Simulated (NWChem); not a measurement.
## CHCl

```xyz
3

C      1.0579    -0.5466     0.0000
Cl    -0.4752     0.1724     0.0000
H      1.7315     0.3489     0.0000
```
Charge 0, spin multiplicity 1.

Everything below was run with NWChem. All single points use one geometry, from PBE0/def2-SVP, a minimum by its harmonic frequencies.

Symmetry labels belong to the abelian group Cs used in the runs, with the axes of the coordinates shown.

B3LYP has NWChem's definition, with VWN1-RPA local correlation. The structure started from a generated list of species.

Q: List the lowest 3 singlet excitations that TD-B3LYP/aug-cc-pVDZ, VWN1-RPA local correlation gives, with oscillator strengths.

A: 
```tsv
state	symmetry	energy (eV)	wavelength (nm)	f
1	a"	1.78	695	0.002
2	a"	5.27	235	0.003
3	a'	5.62	221	0.021
```
